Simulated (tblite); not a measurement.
Isomers of C6H11P. Computed with GFN2-xTB (tblite): harmonic, unscaled wavenumbers at the GFN2-xTB geometry, gas phase. Against measured fundamentals such values can be off by several per cent, at times by over 20. Modes of hydrogen on phosphorus can be 10 to 20 % off. One conformer each.

Electronic energies: GFN2-xTB at the same geometries; isomer energies are rough at this level and their order can be wrong.

```json
{"SMILES": "C=C(C)PC(=C)C", "electronic energy, lowest = 0 (kJ/mol)": "53.4"}
{"SMILES": "C=C[C@@H]1PC[C@@H]1C", "electronic energy, lowest = 0 (kJ/mol)": "0.0"}
{"SMILES": "CC1=CP1C(C)C", "electronic energy, lowest = 0 (kJ/mol)": "88.0"}
```

Q: How do GFN2-xTB zero-point energies change the relative energies?

A: 
| SMILES | ZPE (kJ/mol) | of it from modes above 1550 cm⁻¹ | electronic (kJ/mol) | with ZPE, lowest = 0 (kJ/mol) | lowest mode (cm⁻¹) | rings |
| --- | --- | --- | --- | --- | --- | --- |
| C=C[C@@H]1PC[C@@H]1C | 395.3 | 204.1 | 0.0 | 0.0 | 68 | 1 |
| C=C(C)PC(=C)C | 386.7 | 215.3 | 53.4 | 44.8 | 40 | 0 |
| CC1=CP1C(C)C | 394.5 | 209.0 | 88.0 | 87.3 | 31 | 1 |

The zero-point energies span 8.6 kJ/mol, from `C=C(C)PC(=C)C` to `C=C[C@@H]1PC[C@@H]1C`. The order is unchanged.

Q: What do entropy and thermal enthalpy add at 298.15 K and 1 bar (rigid rotor, harmonic oscillator, one conformer each)?

A: 
| SMILES | point group | symmetry number | S (J/(mol K)) | H − H(0) (kJ/mol) | ZPE + H − H(0) − TS (kJ/mol) |
| --- | --- | --- | --- | --- | --- |
| C=C[C@@H]1PC[C@@H]1C | C1 | 1 | 369.9 | 24.05 | 309.0 |
| C=C(C)PC(=C)C | C1 | 1 | 405.6 | 28.13 | 293.9 |
| CC1=CP1C(C)C | C1 | 1 | 400.9 | 27.80 | 302.8 |
